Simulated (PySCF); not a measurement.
Compound: SiH3(OiPr), C₃H₁₀OSi.
Bonds: Si1–O5, O5–C6, C6–C7, C6–C8. Hydrogens: H2, H3, H4 on Si1; H9 on C6; H10, H11, H12 on C7; H13, H14, H15 on C8.

Method: PBE0-D3(BJ)/def2-SVP geometry optimisation, gas phase (PySCF); density fitting, grid level 1; the optimiser is geomeTRIC in internal coordinates, started from a GFN2-xTB structure with every atom displaced at random (about 0.03 Å).

At the end of the run (lengths in Å): Si1–H3 1.497, Si1–H2 1.488, C8–H13 1.101, C8–H14 1.101, C6–C8 1.520, Si1–H4 1.499, O5–C6 1.417, Si1–O5–C6 125.5°, O5–C6–C8 110.9°, C7–C6–C8 112.5°, O5–C6–C7 107.5°, Si1–O5–C6–C7 -164°, H9–C6–O5–Si1 -47°, H9–C6–C8–H13 59°.

**Question.** These geometries were met on the way; a selection of coordinates is given. Order them by energy above the end point, lowest first.
A. Si1–H3 1.502, Si1–H2 1.490, C8–H13 1.102, C8–H14 1.102, C6–C8 1.521, Si1–H4 1.498, O5–C6 1.411, Si1–O5–C6 130.3°, O5–C6–C8 111.3°, C7–C6–C8 112.4°, O5–C6–C7 107.4°, Si1–O5–C6–C7 -179°, H9–C6–O5–Si1 -61°, H9–C6–C8–H13 54°
B. Si1–H3 1.376, Si1–H2 1.418, C8–H13 1.033, C8–H14 1.047, C6–C8 1.572, Si1–H4 1.536, O5–C6 1.379, Si1–O5–C6 133.5°, O5–C6–C8 109.4°, C7–C6–C8 111.1°, O5–C6–C7 106.2°, Si1–O5–C6–C7 178°, H9–C6–O5–Si1 -63°, H9–C6–C8–H13 48°
C. Si1–H3 1.494, Si1–H2 1.487, C8–H13 1.101, C8–H14 1.101, C6–C8 1.519, Si1–H4 1.499, O5–C6 1.417, Si1–O5–C6 125.8°, O5–C6–C8 111.5°, C7–C6–C8 112.4°, O5–C6–C7 107.3°, Si1–O5–C6–C7 -173°, H9–C6–O5–Si1 -56°, H9–C6–C8–H13 58°
D. Si1–H3 1.497, Si1–H2 1.490, C8–H13 1.098, C8–H14 1.098, C6–C8 1.540, Si1–H4 1.506, O5–C6 1.410, Si1–O5–C6 132.2°, O5–C6–C8 110.9°, C7–C6–C8 111.8°, O5–C6–C7 108.1°, Si1–O5–C6–C7 180°, H9–C6–O5–Si1 -62°, H9–C6–C8–H13 53°

**Answer.** C (0.004 eV), A (0.017 eV), D (0.057 eV), B (0.671 eV).

```tsv
step	E above end (eV)	rms distance from the end, all atoms (Å)	largest force (eV/Å)	rms shift of all bonds from the end (Å)
5	0.004	0.077	0.086	0.001
2	0.017	0.136	0.165	0.003
1	0.057	0.147	0.948	0.006
0	0.671	0.164	4.613	0.050
```

Rows stand in the order of the answer.
